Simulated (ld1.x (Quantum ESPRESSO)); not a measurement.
# Which change was made? (Co, RRKJ)

ld1.x (Quantum ESPRESSO) 7.5 input, shortened:

```
&input
   title='Co', zed=27., rel=1, dft='PBESOL', iswitch=3,
   config='[Ar] 3d7 4s1.5 4p0'
 /
 &inputp
   pseudotype=2, tm=.false., rho0=0.001, lloc=0,
   nlcc=.false.
 /
3
4P  2  1   0.00   0.00  0.85  0.85  0.0
3D  3  2   7.00   0.00  1.55  1.55  0.0
4S  1  0   1.50   0.00  1.60  1.60  0.0
 &test
   configts(1)='3d7 4s1.5 4p0'
 /
```

Cutoffs, loose and tight: the cutoffs (Ry, on a coarse ladder) from which the occupation-weighted sum of valence levels, in a spherical-Bessel basis at the reference potential, stays within 10 and 1 mRy of its value at 400 Ry. They do not see the model core or the augmentation charge, which bear on the density cutoff. Test errors are all-electron minus pseudo excitation energies from the reference, over the configurations 3d7 4s2 4p0; 3d7 4s1 4p0; 3d7 4s0 4p0; 3d5 4s0 4p0; 3d7 4s0 4p2; 3d7 4s1 4p1; 3d6 4s2 4p1; variants that change the core or the reference have their own tests. The largest error is taken over the tests solved by every variant that gives reliable tests at all, those not shown here included: 3d5 4s0 4p0; 3d7 4s0 4p0; 3d7 4s1 4p0; 3d7 4s2 4p0.

The base gives: outcome: generated; cutoff, loose: 80 Ry; cutoff, tight: 120 Ry; bound ghosts: p; largest test error (meV): -1036.

(1) After one change the result is: outcome: generated; cutoff, loose: 50 Ry; cutoff, tight: 80 Ry; bound ghosts: p; largest test error (meV): +665. Which change was it?
A. wave 3d (bound): rc 1.55 bohr becomes 3d (bound): rc 2.00 bohr
B. fully relativistic
C. all radii scaled by about 0.88 (s 1.40, p 0.74, d 1.36 bohr)

## Answers

(1) A. The others give: fully relativistic → outcome: generated; cutoff, loose: 80 Ry; cutoff, tight: 120 Ry; bound ghosts: p3/2, p1/2; largest test error (meV): -1028 | all radii scaled by about 0.88 (s 1.40, p 0.74, d 1.36 bohr) → outcome: generated; cutoff, loose: 100 Ry; cutoff, tight: 180 Ry; bound ghosts: p; largest test error (meV): -1460.
